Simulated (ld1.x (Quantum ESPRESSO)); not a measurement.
# Building the ultrasoft potential for P (Z = 15) (PBE, scalar-relativistic).

| Quantity | Value |
| --- | --- |
| Element | P (Z = 15) |
| Generator | ld1.x (Quantum ESPRESSO) 7.5 |
| Type | ultrasoft |
| Functional | PBE |
| Relativity | scalar-relativistic |
| Frozen core | [Ne] |
| Valence charge | 5 |
| Reference configuration | 3s2 3p2 (charge +1) |
| Partial waves | 3s (bound): rcut 1.30, rcutus 1.70 bohr; 3s channel at 0.2 Ry: rcut 1.30, rcutus 1.70 bohr; 3p (bound): rcut 1.05, rcutus 1.40 bohr; 3p channel at 1.15 Ry: rcut 1.05, rcutus 1.40 bohr; 3d channel at 0.05 Ry: rcut 1.70, rcutus 1.80 bohr; 3d channel at 2.55 Ry: rcut 1.70, rcutus 1.80 bohr |
| Local potential | all-electron potential smoothed inside 1.45 bohr (lloc = -2) |
| Core correction | Bessel-smoothed model core inside 1.40 bohr |
| Augmentation charge | built from norm-conserving waves at rcut, not smoothed further |

All-electron outer shells of the reference configuration (PBE, scalar-relativistic, ld1.x):

```
shell  level (eV)  outermost node (bohr)  outermost maximum (bohr)
   3s      -23.29                   0.65                      1.56
   3p      -14.22                   0.64                      1.76
```

What the tests gave:

| Item | Value |
| --- | --- |
| Cutoffs needed | 10 Ry and 25 Ry (the cutoffs (Ry, on a coarse ladder) from which the occupation-weighted sum of valence levels, in a spherical-Bessel basis at the reference potential, stays within 10 and 1 mRy of its value at 400 Ry) |
| Ghost test | no extra level below or beside the all-electron valence levels (s, p, d, f tested) (spherical-Bessel basis up to 400 Ry, 20 bohr box) |
| Largest excitation error | +103 meV (all-electron minus pseudo) for 3s1 3p0, out of 7 test configurations |
| Lowest eigenvalue of the overlap operator | 0.42 (s channel) |

Generation and tests took about 4.1 s on one core of a shared server CPU.
